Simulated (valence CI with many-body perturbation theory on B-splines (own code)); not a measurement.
The numbers below are computed, except where a source is named.
# Energy levels of Sb XXIX

Method: configuration interaction combined with many-body perturbation theory (CI+MBPT): five valence electrons over a frozen Dirac-Fock core [Ar], a basis of 7 s, 7 p, 8 d, 6 f, 4 g, 1 h functions for each j, with the one-electron correlation potential Σ1, the two-electron term Σ2, the three-electron term Σ3, Breit, model QED; selected CI, second order for the rest (own B-spline code, finite nucleus).

The last digits are not significant, and no measured levels were compared; by estimate large intervals hold to a few tenths of a per cent, small ones and those within an open d or f shell to about a per cent. Only levels of the ground parity were solved; by the run's estimate the other parity begins above the list, which can be wrong where configurations are misplaced.

Levels 1 to 37 of 37, with energies above the lowest level, 3d5 6S_5/2. "Leading %" is the weight of the configuration and term that name the level; weights of strongly mixed levels are sums over their largest components and can fall short. In the jj column 3d3/2^4 stands for four electrons in 3d with j = 3/2.

| No. | Configuration | Term | J | E (cm⁻¹) | Leading % | Leading jj | Second component | g |
| --- | --- | --- | --- | --- | --- | --- | --- | --- |
| 1 | 3d5 | 6S | 5/2 | 0 | 69 | 3d3/2^3 3d5/2^2 (38 %) | 23 % 3d5 4P | 1.834 |
| 2 | 3d5 | 2F | 5/2 | 85862 | 25 | 3d3/2^4 3d5/2 (55 %) | 24 % 3d5 4G | 1.095 |
| 3 | 3d5 | 4G | 7/2 | 131040 | 53 | 3d3/2^3 3d5/2^2 (92 %) | 18 % 3d5 2F | 1.114 |
| 4 | 3d5 | 4P | 3/2 | 135250 | 42 | 3d3/2^3 3d5/2^2 (90 %) | 42 % 3d5 4D | 1.334 |
| 5 | 3d5 | 4G | 11/2 | 137610 | 64 | 3d3/2^3 3d5/2^2 (84 %) | 25 % 3d5 2H | 1.185 |
| 6 | 3d5 | 4G | 5/2 | 149630 | 36 | 3d3/2^3 3d5/2^2 (55 %) | 31 % 3d5 4D | 1.093 |
| 7 | 3d5 | 4G | 9/2 | 150000 | 71 | 3d3/2^3 3d5/2^2 (68 %) | 13 % 3d5 4F | 1.161 |
| 8 | 3d5 | 4P | 1/2 | 160390 | 64 | 3d3/2^3 3d5/2^2 (63 %) | 26 % 3d5 4D | 1.891 |
| 9 | 3d5 | 4D | 7/2 | 187720 | 44 | 3d3/2^2 3d5/2^3 (53 %) | 21 % 3d5 4G | 1.229 |
| 10 | 3d5 | 2D | 5/2 | 194440 | 35 | 3d3/2^3 3d5/2^2 (51 %) | 21 % 3d5 4D | 1.230 |
| 11 | 3d5 | 2F | 7/2 | 214460 | 34 | 3d3/2^2 3d5/2^3 (54 %) | 20 % 3d5 4D | 1.148 |
| 12 | 3d5 | 2I | 11/2 | 214520 | 64 | 3d3/2^2 3d5/2^3 (86 %) | 27 % 3d5 4G | 1.028 |
| 13 | 3d5 | 2D | 3/2 | 222990 | 47 | 3d3/2^2 3d5/2^3 (52 %) | 36 % 3d5 4D | 0.997 |
| 14 | 3d5 | 4D | 1/2 | 223990 | 73 | 3d3/2^2 3d5/2^3 (88 %) | 22 % 3d5 4P | 0.674 |
| 15 | 3d5 | 2G | 9/2 | 230320 | 47 | 3d3/2^2 3d5/2^3 (68 %) | 26 % 3d5 4G | 1.148 |
| 16 | 3d5 | 4F | 3/2 | 234620 | 44 | 3d3/2^2 3d5/2^3 (81 %) | 41 % 3d5 4P | 1.023 |
| 17 | 3d5 | 2I | 13/2 | 236380 | 100 | 3d3/2^2 3d5/2^3 (100 %) |  | 1.073 |
| 18 | 3d5 | 2F | 5/2 | 249950 | 35 | 3d3/2^2 3d5/2^3 (71 %) | 20 % 3d5 4F | 1.021 |
| 19 | 3d5 | 2H | 9/2 | 274820 | 53 | 3d3/2^2 3d5/2^3 (99 %) | 45 % 3d5 4F | 1.100 |
| 20 | 3d5 | 4F | 5/2 | 285050 | 38 | 3d3/2^2 3d5/2^3 (64 %) | 25 % 3d5 2F | 1.079 |
| 21 | 3d5 | 2G | 7/2 | 286170 | 60 | 3d3/2^2 3d5/2^3 (95 %) | 31 % 3d5 2F | 0.994 |
| 22 | 3d5 | 2F | 5/2 | 305610 | 40 | 3d3/2^2 3d5/2^3 (46 %) | 17 % 3d5 2D | 1.103 |
| 23 | 3d5 | 2D | 3/2 | 305950 | 64 | 3d3/2^2 3d5/2^3 (40 %) | 29 % 3d5 4F | 0.731 |
| 24 | 3d5 | 2F | 7/2 | 313680 | 63 | 3d3/2^2 3d5/2^3 (56 %) | 27 % 3d5 2G | 1.077 |
| 25 | 3d5 | 2S | 1/2 | 326070 | 73 | 3d3/2^2 3d5/2^3 (42 %) | 14 % 3d5 4P | 1.914 |
| 26 | 3d5 | 4F | 7/2 | 336870 | 47 | 3d3/2 3d5/2^4 (79 %) | 26 % 3d5 2F | 1.185 |
| 27 | 3d5 | 2G | 9/2 | 341720 | 51 | 3d3/2 3d5/2^4 (50 %) | 27 % 3d5 2H | 1.100 |
| 28 | 3d5 | 2H | 11/2 | 344260 | 65 | 3d3/2 3d5/2^4 (96 %) | 25 % 3d5 2I | 1.061 |
| 29 | 3d5 | 2D | 3/2 | 369090 | 74 | 3d3/2 3d5/2^4 (62 %) | 14 % 3d5 4D | 0.841 |
| 30 | 3d5 | 2D | 5/2 | 383510 | 62 | 3d3/2 3d5/2^4 (71 %) | 27 % 3d5 2F | 1.101 |
| 31 | 3d5 | 2G | 9/2 | 407400 | 93 | 3d3/2^2 3d5/2^3 (53 %) |  | 1.107 |
| 32 | 3d5 | 2D | 5/2 | 412500 | 53 | 3d5/2^5 (46 %) | 28 % 3d5 2F | 1.104 |
| 33 | 3d5 | 2G | 7/2 | 428930 | 80 | 3d3/2 3d5/2^4 (75 %) | 17 % 3d5 2F | 0.938 |
| 34 | 3d5 | 2P | 3/2 | 451520 | 80 | 3d3/2^2 3d5/2^3 (82 %) | 19 % 3d5 2D | 1.219 |
| 35 | 3d5 | 2P | 1/2 | 492050 | 85 | 3d3/2 3d5/2^4 (60 %) | 13 % 3d5 2S | 0.840 |
| 36 | 3d5 | 2D | 5/2 | 526970 | 90 | 3d3/2^2 3d5/2^3 (57 %) |  | 1.186 |
| 37 | 3d5 | 2D | 3/2 | 547040 | 79 | 3d3/2 3d5/2^4 (80 %) | 19 % 3d5 2P | 0.889 |

Names give the largest LS component (configuration and term), which can be under half, so a name can repeat, a term be missing and a line seem to break the LS rules; names also repeat where a configuration has a term twice.

The ionisation energy to 3d4 5D_0 of the next ion comes out as 1605.7 eV (NIST: 1606 ± 4 eV (theoretical)). All 37 levels together are meant to be complete up to 569130 cm⁻¹.
